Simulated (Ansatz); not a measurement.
Born–Oppenheimer molecular dynamics of CH₂FSi₂ (6 atoms, charge 1, multiplicity 1). It starts at the highest image of a converged band, a first-order saddle point between two minima.

Level of theory: RKS revPBE-D4/def2-SVPD (Ansatz 0.2.0).

| Item | Value |
| --- | --- |
| ensemble | NVE (velocity Verlet) |
| time step | 0.5 fs |
| steps asked | 200 |
| starting velocities drawn for | 300 K |
| seed | 12577 |

First frame:

```xyz
6
Properties=species:S:1:pos:R:3
F -0.487 -2.180 0.421
Si -0.463 -0.637 0.891
C 0.181 0.552 -0.244
Si 0.751 1.901 -1.149
H -0.998 -0.399 2.254
H 1.015 0.764 -2.173
```

(1) How far do the bonds stretch over the last three quarters of this one trajectory? (Pairs bonded in most of those frames.)

Results:

(1) 
```tsv
bond	mean (Å)	spread (Å)	shortest	longest
F1–Si2	1.630	0.039	1.57	1.70
Si2–C3	1.820	0.127	1.57	2.02
Si2–H5	1.493	0.016	1.47	1.53
C3–Si4	1.811	0.076	1.69	1.93
```

Mean temperature of the second half: 2198 K. The conserved energy stayed within 2.7 meV per atom of its start (net change -1.5 meV per atom), so the integration is sound. The kinetic energy rose, since the run started high on the potential surface and went downhill. A run of 0.1 ps of so small a system gives no equilibrium averages. The orbitals stay closed-shell, which can raise the energy where a bond breaks towards radicals; this wasn't checked here.

Run time: 6.2 min on 2 threads of Intel(R) Xeon(R) Platinum 8259CL CPU @ 2.50GHz (Skylake/Cascade Lake), on a shared host, peak memory 0.16 GiB.
